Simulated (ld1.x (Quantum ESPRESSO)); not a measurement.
Results of a calculation; reference values are marked as such.
Potentials for germanium (Ge) compared

Generated with ld1.x 7.5 (TM, RRKJ, ultrasoft, PAW), atompaw 4.2 or ONCVPSP 4.0.1. The cutoff is in Ry: for ld1.x and atompaw files where the sum of valence levels is converged to 10 mRy in a Bessel basis, for ONCV files where the hardest occupied wave has 1 mHa per electron of residual kinetic energy. The error is the largest all-electron minus pseudo excitation energy over each file’s own four to seven test configurations (ionisations up to +4, promotions, holes and added fractions of an electron), all of which were solved. The labels leave out finer settings (local radius, basis sizes, second energies), which also bear on the numbers. Spin-polarised tests are not counted. The rows are a selection from randomly drawn settings: files with unsolved tests, undetermined cutoffs or missed reference levels are left out.

| potential | cutoff (Ry) | largest error (meV) | bound ghosts |
| --- | --- | --- | --- |
| TM, PBE, scalar-relativistic, rc 1.50/2.10/2.10 (spd), local smoothed, core correction no, reference 4s1.5 4p2.5 | 18 | +57 | none |
| ultrasoft, PBE, scalar-relativistic, rc 1.65/2.45/2.30 (spd), local smoothed, core correction no, reference 4s1.75 4p2.25 | 12 | +40 | none |
| ultrasoft, PBEsol, scalar-relativistic, rc 1.85/1.75/1.75 (spd), local smoothed, core correction no, reference 4s2 4p1.5 | 8 | -20 | none |
| TM semilocal, LDA (PZ), scalar-relativistic, rc 1.70/2.10 (sp), local s, core correction yes, reference 4s2 4p2 | 30 | -259 | none |
| TM, PBE, scalar-relativistic, rc 1.90/2.10 (sp), local s, core correction yes, reference 4s2 4p2 | 25 | -242 | none |
| TM semilocal, PBEsol, scalar-relativistic, rc 1.55/1.95/1.55 (spd), local s, core correction yes, reference 4s2 4p0.5 | 30 | -23 | none |
| TM, PBE, scalar-relativistic, rc 1.80/2.25/2.45 (spd), local s, core correction no, reference 4s2 4p2 | 25 | +76 | none |

(1) Fill in the row for Ge: RRKJ, PBE, scalar-relativistic, rc 1.70/2.30/1.00 (spd), local s, core correction no, reference 3d10 4s2 4p2.

Results:

(1) cutoff 200 Ry, largest error -801 meV, bound ghosts: none.
